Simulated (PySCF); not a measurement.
# Worked example: chemical shift, span and skew from a shielding tensor

CH4AlClFN, SMILES [F][Al]([NH]C)[Cl]. Atoms are numbered in the order given.

```xyz
9

Al    -0.2457     0.1143     0.0000
Cl     0.5352     2.0493     0.0000
F     -1.8910    -0.0947     0.0000
N      0.8119    -1.2856     0.0000
C      0.4405    -2.6837     0.0000
H      1.8171    -1.1444     0.0000
H      0.8135    -3.2206     0.8908
H      0.8135    -3.2206    -0.8908
H     -0.6553    -2.7848     0.0000
```
Charge 0, spin multiplicity 1.

Geometry optimised at PBE0-D3(BJ)/def2-SVP. The structure was generated by enumeration; whether it is a known compound was not checked. The values are those of a single conformer.

GIAO shieldings from PySCF with PBE/pcSseg-1, non-relativistic, no solvent. The symmetric part of the tensor of F3 has the principal values 272.3, 332.4, 416.2 ppm. The same nucleus in CFCl3 has σ = 133.6 ppm at this level (PySCF, at its B3LYP-D3(BJ)/def2-TZVP geometry). Without spin–orbit terms, shifts of atoms bonded to Cl or Br come out too high.

Problem. Work out the isotropic shielding, the ¹⁹F shift against CFCl3, the span and the skew.

Solution. 
σ(iso) = (σ11 + σ22 + σ33)/3 = 340.3 ppm. δ = σ(ref) − σ(iso) = 133.6 − (340.3) = -206.7 ppm.
Span Ω = σ33 − σ11 = 143.9 ppm. Skew κ = 3(σ(iso) − σ22)/Ω = 0.16. Tumbling in solution averages the tensor to δ; in a static solid the shielding alone would spread this spin-1/2 line over Ω.
